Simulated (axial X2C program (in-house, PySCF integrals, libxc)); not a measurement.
**Worked dissociation energy of TcTe⁺: PBE0, two-component**

Calculated with an in-house relativistic program for diatomic molecules. Two-component (2c) means X2C with spin–orbit coupling and atomic mean-field two-electron Coulomb and Gaunt terms. Basis: Te dyall-cv3z [11s12p8d4f1g], Tc dyall-cv3z [12s12p8d5f3g] (cores contracted in-house); Gaussian nuclei, density fitting, unrestricted open shells. Masses: Te 129.906 u, Tc 98.907 u.

Molecular state: Ω = 1 (⟨Sz⟩ = 2.00, ⟨Lz⟩ = -1.00 at PBE0).

| Quantity | Value |
| --- | --- |
| E(Te) (2M_J = 4) | -6790.598342 hartree |
| E(Tc+) (2M_J = 6) | -4283.041985 hartree |
| E(TcTe⁺) at Re | -11073.734768 hartree |
| ωe | 236.9 cm⁻¹ |
| ωexe | 0.488 cm⁻¹ |

(1) Work out De and D0.

One determinant describes the state; a PBE0 search over occupations chose it and may have missed a lower one. Dissociation energies refer to the lowest single-determinant-based atoms at the same level and basis. Density functionals use the spin component along the axis (collinear). Other states lie close and PBE0, whose exact exchange favours high spin, may order them wrongly; the determinant shown need not be the ground state. The nearest other 2c determinant of the search, Ω = 3, lies 0.44 eV up at the distance of the search. The functionals have no current-density term, which raises determinants with orbital currents, atoms included. With several unpaired electrons one determinant need not be a pure state. Open-shell Ω = 0 determinants with evenly filled partner blocks cannot be reached by this program, so the Ω shown need not be the lowest component. The determinant is spin-polarised beyond a pure state at some levels (its spin-free form has ⟨S²⟩ too high), which makes Re and μ there less reliable.

Each atomic determinant is the lowest at this level and need not be a pure J level. Totals compare only within one Hamiltonian and basis.

Results:

(1) De = -6790.598342 + (-4283.041985) − (-11073.734768) = 0.09444 hartree = 2.570 eV. The zero-point energy is ωe/2 − ωexe/4 = 118 cm⁻¹ = 0.015 eV, so D0 = 2.555 eV.
